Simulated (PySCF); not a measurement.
# A composite method against measured constants

PySCF. The composite is CCSD(T) extrapolated to the basis-set limit from two correlation-consistent sets, with core-valence (CV) and scalar-relativistic (SR) terms as its label shows; it has no spin–orbit coupling and nothing beyond (T). Measured values: Huber and Herzberg, Constants of Diatomic Molecules (1979).

```
molecule              composite  Re computed (Å)  Re measured (Å)  ωe computed (cm⁻¹)  ωe measured (cm⁻¹)
    NaBr     CCSD(T)/CBS(DT)+CV           2.5179         2.502038               293.3               302.1
    TlBr     CCSD(T)/CBS(DT)+CV           2.6375         2.618191               191.6               192.1
    AlCl  CCSD(T)/CBS(TQ)+CV+SR           2.1331         2.130113               482.7               481.3
     PbS     CCSD(T)/CBS(DT)+CV           2.2934         2.286863               437.4               429.4
    BrCl     CCSD(T)/CBS(TQ)+CV           2.1346         2.136065               450.2             444.276
    LiBr     CCSD(T)/CBS(TQ)+CV           2.1770         2.170427               561.1              563.16
     SrS     CCSD(T)/CBS(DT)+CV           2.4505           2.4405               382.8              388.38
     MnH  CCSD(T)/CBS(TQ)+CV+SR           1.7281           1.7311              1557.7              1548.0
```

Give the mean absolute errors, and the molecules missed most.

Re 8.2 mÅ, most for TlBr (+19.3 mÅ); ωe 5.2 cm⁻¹, most for MnH (+9.7 cm⁻¹).

The molecules are drawn from runs that passed checks on state, spin purity and fit, so the hardest cases are missing and the errors look smaller than over all diatomics.

Correlated steps freeze the inner cores (9 to 19 orbitals); shallow outer-core shells are correlated. Spin–orbit coupling is left out, which matters for elements this heavy, above all for dissociation energies. The CCSD T1 diagnostic is raised in PbS, SrS, a sign that a single reference may not be enough there.
